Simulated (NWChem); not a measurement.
# MgNH2Br; SMILES [NH2][Mg][Br]

```xyz
5

Mg    -0.0014     1.1475     0.0000
Br     0.0003    -1.2069     0.0000
N      0.0023     3.0307     0.0000
H     -0.0046     3.6277    -0.8197
H     -0.0046     3.6277     0.8197
```
Atoms are numbered in this order, from 1.

Results from NWChem. Pople sets run with spherical d functions. The geometry was optimised at B3LYP/6-31G* (spherical d).

**Question.** Among these, which level gives the highest value of “dipole (D)”?
(A) Hartree-Fock/6-31G*
(B) Hartree-Fock/3-21G
(C) Hartree-Fock/STO-3G
(D) Hartree-Fock/6-311G**

**Answer.** B, Hartree-Fock/3-21G. Values: Hartree-Fock/6-311G** 2.60; Hartree-Fock/6-31G* 2.65; Hartree-Fock/STO-3G 2.80; Hartree-Fock/3-21G 3.31
